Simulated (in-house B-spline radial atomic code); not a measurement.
A fraction x of an electron is moved 4f → 5p in Yb5+, starting from [Kr] 4d10 4f12 5s2 5p5 and keeping the highest spin. Computed with a B-spline radial code for spherical atoms: scalar-relativistic (X2C) BP86, spin-polarised, spherical fractional occupations, Fermi nucleus of rms radius 5.3108 fm.

```
    x  E(x) - E(0) (eV)  4f down level (eV)  5p down level (eV)
    0            0.0000             -73.732             -88.825
0.125           -1.8624             -74.394             -89.098
 0.25                 ?                   ?                   ?
0.375                 ?                   ?                   ?
  0.5           -7.1523             -76.427             -89.925
0.625           -8.8138             -77.120             -90.203
 0.75          -10.4228             -77.822             -90.483
0.875          -11.9786             -78.532             -90.763
    1          -13.4802             -79.250             -91.044
```

Task: What belongs in the row x = 0.25?

Result: An energy change of -3.6757 eV; 4f down at -75.063 eV, 5p down at -89.373 eV.

Task: What belongs in the row x = 0.375?

Result: An energy change of -5.4394 eV; 4f down at -75.741 eV, 5p down at -89.648 eV.

Task: Check Janak's theorem between x = 0.5 and 0.625.

Result: The slope of the energy is -13.29 eV; the orbital levels give -13.29 eV (ε of the receiving orbital less ε of the emptying one, averaged over the two points).
